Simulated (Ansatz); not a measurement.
This geometry of BrH + ClFH2Si (7 atoms, charge 0, multiplicity 1) is a first-order saddle point.

The calculation used Ansatz 0.2.0, RKS PBE/def2-SVP.

```xyz
7
Properties=species:S:1:pos:R:3
Si -0.158 -0.036 -0.015
Cl 0.059 0.467 2.327
H 1.292 -0.395 0.067
H -0.480 1.347 -0.467
F -0.623 -1.128 -1.152
Br -2.548 -0.477 0.987
H -1.495 0.115 2.128
```

(1) Which two structures does it join? (They come from a converged band through this point; their orientation in space is the band's.)

(2) How far does it lie above each of them?

## Answers

(1) Bonds broken: Si1–Cl2, Br6–H7. Bonds formed: Si1–Br6, Cl2–H7. BrH + ClFH2Si becomes BrFH2Si + ClH.

First end point:

```xyz
7
Properties=species:S:1:pos:R:3
Si 0.360 -0.077 -0.078
Cl 0.274 -0.272 1.994
H 1.760 0.295 -0.439
H -0.675 0.912 -0.495
F 0.017 -1.524 -0.743
Br -3.516 0.431 1.598
H -2.174 0.129 2.039
```

Last end point:

```xyz
7
Properties=species:S:1:pos:R:3
Si -0.378 -0.277 -0.359
Cl -0.086 1.109 2.939
H 0.715 -0.955 0.397
H -0.280 1.209 -0.437
F -0.403 -0.874 -1.877
Br -2.337 -0.804 0.610
H -1.183 0.486 2.604
```

(2) 115.1 kJ/mol above the first and 109.7 kJ/mol above the second. This is the barrier of this one path; another mechanism may lie lower. The orbitals stay closed-shell, which can raise the energy where a bond breaks towards radicals; this wasn't checked here.

Time of the run: 3.8 min on 2 threads of Arm Neoverse V1, with other jobs on the host, peak memory 0.14 GiB.
